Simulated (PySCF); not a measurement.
**Orbital picture of CdTe**

PBE0 at R = 2.795 Å; basis Cd cc-pVTZ-PP with ECP28, Te cc-pVTZ-PP with ECP28; scalar-relativistic core potentials; PySCF 2.14. State: ¹Σ⁺ (singlet), closed shell, a second solution, started from another occupation. Only the outer orbitals are listed, counted within each symmetry, core potentials removing the inner ones.

| orbital | occ. | ε (eV) | on Cd (%) | main shells (%) |
| --- | --- | --- | --- | --- |
| 8σ | 2 | -8.22 | 64 | 64 Cd s, 33 Te p |
| 5π | 2 | -5.67 | 6 | 93 Te p |
| 5π | 2 | -5.67 | 6 | 93 Te p |
| 9σ | 0 | -4.20 | 55 | 45 Te p, 28 Cd p, 27 Cd s |
| 6π | 0 | -1.09 | 94 | 93 Cd p |
| 6π | 0 | -1.09 | 94 | 93 Cd p |

Task: Which are the highest filled and the lowest empty level, where do they sit, and how wide is the gap?

Result: Highest filled 5π at -5.67 eV (in %: 93 Te p); lowest empty 9σ at -4.20 eV (in %: 45 Te p, 28 Cd p, 27 Cd s); the gap at PBE0 is 1.47 eV.

| Item | Value |
| --- | --- |
| bond order (Mayer) | 1.41 |
| ⟨S²⟩ | 0.000 |
| charge on Cd (Mulliken, basis-dependent) | 0.41 |
| charge on Cd (Löwdin, basis-dependent) | 0.32 |
| dipole moment (positive dipole means Cd(−)Te(+)) | -5.32 D |

Spin–orbit coupling is left out.
